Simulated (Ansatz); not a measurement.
C3H6OSi can be A, `C=C=C(O)[SiH3]`, or B, `C[SiH]1C=CO1`.

Gas-phase electronic energies from Ansatz, PBE0-D4/def2-TZVP geometries. CCSD(T)/CBS is the MP2 limit (def2-TZVPP, def2-QZVPP) plus CCSD(T) − MP2 in def2-TZVPP, frozen cores. DFT in def2-TZVPP. B3LYP here is the variant with VWN-RPA as its local correlation; programs differ in this. Each species was taken in one conformer, which may not be the lowest.

(1) Which isomer does CCSD(T)/CBS put lower? Give the gap. (Estimate.)

(2) Give E(B) − E(A) in kcal/mol with CCSD/def2-TZVPP, ωB97M-V, PBE0-D4, B3LYP-D4, MP2/def2-TZVPP, r2SCAN-D4, PBE-D4. (An estimate is asked.)

Largest T1 diagnostic: 0.013.

Results:

(1) Computed: B, by 50.5 kcal/mol.

(2) The calculation gave: CCSD/def2-TZVPP -50.0, ωB97M-V -51.0, PBE0-D4 -50.4, B3LYP-D4 -45.0, MP2/def2-TZVPP -53.4, r2SCAN-D4 -49.9, PBE-D4 -46.6. None reverses the order clearly.

In def2-TZVPP, CCSD(T) changes the Hartree–Fock value by −1.9 kcal/mol (the triples alone add +0.3 kcal/mol) and MP2 by −5.6 kcal/mol. From PBE to PBE0 (25 % exact exchange), in def2-TZVPP and without D4, E(B) − E(A) moves by −3.9 kcal/mol.
